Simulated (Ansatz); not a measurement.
[YbCl6]3- (YbCl₆³⁻). The state is a doublet with charge -3. Geometry PBE-D4/def2-SVP.

Cartesian coordinates in Å:
```
Yb 0.000 0.000 0.000
Cl 2.660 0.180 -0.474
Cl -2.660 -0.180 0.473
Cl 0.326 -2.390 1.230
Cl -0.326 2.390 -1.230
Cl -0.275 -1.311 -2.353
Cl 0.276 1.310 2.354
```

In the def2 sets Yb takes a core potential; there is no spin–orbit coupling. HSE06 is defined as in plane-wave codes, on full-range PBE exchange. With an open 4f shell the SCF may have ended on a state above the lowest. A multiply charged anion in the gas phase is held together partly by the finite basis. At PBE-D4/def2-SVP, PBE-D4/def2-TZVP, r2SCAN-D4/def2-TZVP, PBE0-D4/def2-TZVP and others the highest occupied level of the charge -3 doublet lies above zero (up to 5.60 eV). It is a level of β spin, whose loss leaves a triplet; that state wasn't run at this geometry and level. The electron is either unbound and held by the finite basis, or the level is raised by self-interaction error. At PBE-D4/def2-SVP the gap within one spin of the charge -3 doublet nearly closes, so an electron or hole may be smeared out by delocalisation error. No other spin state of charge -3 was run.

Estimate the α-spin orbital energies around the gap (eV) in Ansatz with PBE-D4/def2-SVP, PBE-D4/def2-TZVP, r2SCAN-D4/def2-TZVP, PBE0-D4/def2-TZVP, HSE06-D4/def2-TZVP.


| orbital | PBE-D4/def2-SVP | PBE-D4/def2-TZVP | r2SCAN-D4/def2-TZVP | PBE0-D4/def2-TZVP | HSE06-D4/def2-TZVP |
| --- | --- | --- | --- | --- | --- |
| HOMO−13 | 4.62 | 3.86 | 3.31 | 2.25 | 2.66 |
| HOMO−12 | 4.62 | 3.86 | 3.34 | 2.28 | 2.69 |
| HOMO−11 | 4.73 | 3.87 | 3.46 | 2.39 | 2.80 |
| HOMO−10 | 4.74 | 3.87 | 3.46 | 2.39 | 2.80 |
| HOMO−9 | 4.74 | 3.87 | 3.47 | 2.41 | 2.82 |
| HOMO−8 | 5.19 | 4.45 | 4.08 | 3.04 | 3.45 |
| HOMO−7 | 5.28 | 4.50 | 4.08 | 3.05 | 3.45 |
| HOMO−6 | 5.28 | 4.51 | 4.08 | 3.05 | 3.45 |
| HOMO−5 | 5.33 | 4.51 | 4.08 | 3.09 | 3.49 |
| HOMO−4 | 5.35 | 4.56 | 4.12 | 3.10 | 3.50 |
| HOMO−3 | 5.35 | 4.56 | 4.12 | 3.10 | 3.50 |
| HOMO−2 | 5.55 | 4.74 | 4.37 | 3.38 | 3.78 |
| HOMO−1 | 5.55 | 4.74 | 4.37 | 3.38 | 3.78 |
| HOMO | 5.58 | 4.77 | 4.39 | 3.38 | 3.79 |
| LUMO | 10.13 | 9.80 | 10.44 | 10.31 | 10.00 |
| LUMO+1 | 10.41 | 9.84 | 10.46 | 10.34 | 10.03 |
| LUMO+2 | 10.46 | 9.84 | 10.49 | 10.34 | 10.03 |
| LUMO+3 | 10.46 | 9.85 | 10.49 | 10.43 | 10.09 |
| LUMO+4 | 12.33 | 11.28 | 10.97 | 11.49 | 11.12 |
| LUMO+5 | 12.41 | 11.36 | 11.08 | 11.61 | 11.24 |
| β HOMO | 5.60 | 4.79 | 4.40 | 3.38 | 3.79 |
| β LUMO | 5.69 | 4.97 | 5.02 | 7.23 | 6.83 |
